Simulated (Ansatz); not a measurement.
All numbers were calculated with Ansatz.

A structure relaxed at PBE0-D4/def2-TZVP, charge 0, multiplicity 1:

Cartesian coordinates in Å:
```
O 1.233 -1.773 -0.317
Ge 1.039 -0.256 0.615
Si -1.129 0.498 -0.017
O -0.984 1.194 -1.487
F -1.616 1.577 1.063
H 2.089 -2.183 -0.182
H 2.164 0.732 0.241
H 1.148 -0.571 2.124
H -2.171 -0.560 -0.028
H -1.772 1.341 -2.012
```

Problem. Give its formula and SMILES.

Solution. FGeH5O2Si, `[OH][GeH2][SiH](O)F`.

Problem. Summarise the bond lengths by kind.

Solution. 1 × Ge–O 1.791 Å; 2 × H–O 0.959 Å; 1 × Ge–Si 2.381 Å; 2 × Ge–H 1.543 to 1.545 Å; 1 × O–Si 1.633 Å; 1 × F–Si 1.602 Å; 1 × H–Si 1.485 Å.
